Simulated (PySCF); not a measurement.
Static response to an electric field

Species: C3H11FOSi2.
Structure used (GFN2-xTB), in Å, numbered top down from 1:
```xyz
18
C3H11FOSi2 angstrom
C     -3.2435   -0.0734   -0.2886
C     -2.0813   -0.1377    0.6900
O     -0.8823    0.3129    0.1145
Si     0.1271   -0.4241   -0.9070
F      0.4304   -1.8992   -0.2900
Si     1.9795    0.9203   -0.8903
C      3.4797    0.0193   -0.1441
H     -4.1629   -0.3647    0.2116
H     -3.3513    0.9387   -0.6709
H     -3.0651   -0.7446   -1.1248
H     -1.9487   -1.1641    1.0492
H     -2.2743    0.5122    1.5501
H     -0.5160   -0.8414   -2.1548
H      2.3207    1.2764   -2.2789
H      1.8089    2.1921   -0.1704
H      3.6798   -0.9071   -0.6767
H      3.3118   -0.2369    0.8990
H      4.3787    0.6275   -0.1941
```

Level: CAM-B3LYP/def2-SVPD (PySCF), static field, nuclei fixed, core orbitals frozen in the response. The polarisability tensor in these axes (au):

```
x   111.60   3.94  -0.53
y     3.94  84.83  -0.46
z    -0.53  -0.46  84.71
```

Q: Give the principal values, the mean and the anisotropy Δα = √{½[(α1 − α2)² + (α2 − α3)² + (α1 − α3)²]}.

A: Principal values 84.04, 84.92 and 112.18 au; mean 93.71 au = 13.89 Å³ = 15.45 × 10⁻⁴⁰ C²·m²/J; Δα = 27.71 au (30 % of the mean).

Q: What is the dipole moment, and where does it point?

A: (-0.76, 0.63, 0.06) D, 0.98 D in size, pointing from the negative to the positive side. Measured along this direction, the outermost atoms are H16 at the negative end and H9 at the positive end.

Q: Directions of the eigenvectors, and the extent of the frame along each?

A: Largest value along (0.99, 0.14, -0.02), where the nuclei span 8.60 Å; middle along (0.09, -0.50, 0.86), 3.70 Å; least along (-0.11, 0.86, 0.50), 3.41 Å. The response follows the extents in order.

Q: Rayleigh depolarisation ratio (linearly polarised light, static tensor)?

A: ρ = 3Δα²/(45ᾱ² + 4Δα²) = 2303.4/(395171 + 3071.2) = 0.00578.

Q: What would n − 1 = 2πNα be for an ideal gas of these molecules at 273.15 K and 1 atm, electronic part alone?

A: N = p/kT = 2.6868 × 10¹⁹ cm⁻³, so n − 1 = 2π × N × 13.89 × 10⁻²⁴ cm³ = 2344 × 10⁻⁶ at long wavelengths.

Q: Form Σ f/ω² (atomic units) for the 8 lowest TDDFT singlets, given as eV and f, and set it beside the mean polarisability, which is this sum over all singlets: 6.47, 0.0110; 7.02, 0.0488; 7.76, 0.0926; 7.89, 0.0277; 7.96, 0.0069; 8.02, 0.0171; 8.12, 0.0475; 8.16, 0.0324.

A: They add up to 3.57 au, 3.8 % of the 93.71 au; the largest single term is 1.14 au, from the state at 7.76 eV. Terms in order: 0.19, 0.73, 1.14, 0.33, 0.08, 0.20, 0.53, 0.36 au. Higher excitations give the rest. The strengths listed sum to 0.284.

Isolated species at its GFN2-xTB geometry (one conformer only).
